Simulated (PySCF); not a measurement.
Sn(H)3(Me) (CH6Sn), SMILES [CH3][SnH3].

Geometry: PBE0-D3(BJ)/def2-TZVP. The def2 effective core potentials stand for the cores of Sn; spin–orbit coupling is left out.

All values below come from CAM-B3LYP/def2-TZVPD (PySCF).

Computed frontier levels, gap, dipole moment and polarisability:
```
Property                                                                                                        Value
---------------------------------------------------------------------------------------------  ----------------------
highest occupied level                                                                                       -9.73 eV
lowest empty level                                                                                            0.57 eV
orbital gap                                                                                                  10.30 eV
dipole moment                                                                                                  0.74 D
quadrupole, principal values (traceless, Buckingham form, about the centre of nuclear charge)  -0.14, -0.14, 0.28 D·Å
mean static polarisability                                                                       56.9 bohr³ (8.43 Å³)
polarisability, principal values                                                               53.3, 53.3, 64.0 bohr³
```
